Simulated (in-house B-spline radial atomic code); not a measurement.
Configurations of the bismuth ion Bi²⁺, with energies counted from [Xe] 4f14 5d10 6s2 6p1. All numbers are computed (Dirac-Hartree-Fock, average of configuration; Fermi nucleus of rms radius 5.5211 fm) with a radial B-spline atomic code at the basis-set limit, not measured. Energies include first-order Breit, QED and recoil terms.

Occupations are held fixed; configurations that lie above the ionisation limit could autoionise.

| configuration | E - E(ref) (eV) | highest orbital | its <r> (bohr) |
| --- | --- | --- | --- |
| [Xe] 4f14 5d10 6s2 6f1 | 17.888 | 6f5/2 | 9.491 |
| [Xe] 4f14 5d10 6s1 6p1 7g1 | 31.146 | 7g7/2 | 21.09 |
| [Xe] 4f14 5d10 6s1 6p1 10d1 | 31.313 | 10d5/2 | 25.37 |
| [Xe] 4f14 5d9 6s2 6p1 7s1 | 37.544 | 7s1/2 | 4.651 |
| [Xe] 4f14 5d9 6s2 6p1 6f1 | 45.822 | 6f5/2 | 8.978 |
| [Xe] 4f14 5d9 6s2 6p1 10g1 | 49.981 | 10g7/2 | 46.53 |
| [Xe] 4f13 5d10 6s2 6p1 7d1 | 178.13 | 7d5/2 | 7.871 |
| [Kr] 4d9 4f14 5s2 5p6 5d10 6s2 6p2 | 455.76 | 6p3/2 | 2.585 |
| [Kr] 4d9 4f14 5s2 5p6 5d10 6s2 6p1 8f1 | 477.97 | 8f5/2 | 20.21 |
| [Kr] 4d9 4f14 5s2 5p6 5d10 6s2 6p1 7g1 | 478.18 | 7g7/2 | 21.09 |

(1) Order these further configurations by energy, lowest first.
A. [Xe] 4f14 5d10 5g1 6s1 6p1
B. [Xe] 4f13 5d10 5g1 6s2 6p1
C. [Xe] 4f14 5d10 6s2 10f1
D. [Xe] 4f14 5d10 6s2 7p1
E. [Xe] 4f14 5d9 6s2 6p1 7f1

(2) How far above the reference does [Kr] 4d9 4f14 5s2 5p6 5d10 6s2 6p1 9g1 lie?

(3) How far above the reference does [Xe] 4f14 5d9 6s2 6p1 10s1 lie?

(4) How far above the reference does [Xe] 4f13 5d10 6s2 6p1 8s1 lie?

(5) One of these lies 28.36 eV from the reference. Which?
A. [Xe] 4f14 5d9 6s2 6p1 7g1
B. [Xe] 4f14 5d10 6s1 6p1 7f1
C. [Xe] 4f14 5d10 6s1 6p1 6f1

Answers

(1) D (12.789 eV), C (21.504 eV), A (28.745 eV), E (47.485 eV), B (180.3 eV).

(2) 479.17 eV; its least bound orbital is 9g7/2 with <r> = 37.05 bohr.

(3) 47.865 eV; its least bound orbital is 10s1/2 with <r> = 18.39 bohr.

(4) 177.62 eV; its least bound orbital is 8s1/2 with <r> = 8.207 bohr.

(5) C.
